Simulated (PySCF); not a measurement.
## Interval between two levels of Lu by level of theory

Lu [Xe] 4f14 5d1 6s2 [2D5/2, M_J = 5/2] → Lu [Xe] 4f14 5d1 6s1 6p1 [4F9/2, M_J = 9/2], as a difference of total energies. Computed with PySCF 2.14 in x2c-SVPall-2c with one added diffuse shell each of s, p, d type (8s11p10d2f1g, 114 functions), with the two-component X2C-1e Hamiltonian. Correlated levels: [Ar] 3d10 frozen; the 6 highest virtual spinors dropped. "Screened" scales the spin-orbit matrix elements by Boettger's factors to mimic the two-electron term; Breit and QED terms are absent.

```json
{"method": "GHF (screened spin-orbit)", "interval between two levels (cm⁻¹)": "10792"}
{"method": "GMP2 (screened spin-orbit)", "interval between two levels (cm⁻¹)": "18958"}
```

The labels give the starting determinants; with spin-orbit coupling the two ends relaxed to ⟨J²⟩ = 9.00, ⟨L²⟩ = 6.31, ⟨S²⟩ = 0.92 and ⟨J²⟩ = 24.78, ⟨L²⟩ = 12.13, ⟨S²⟩ = 3.86.
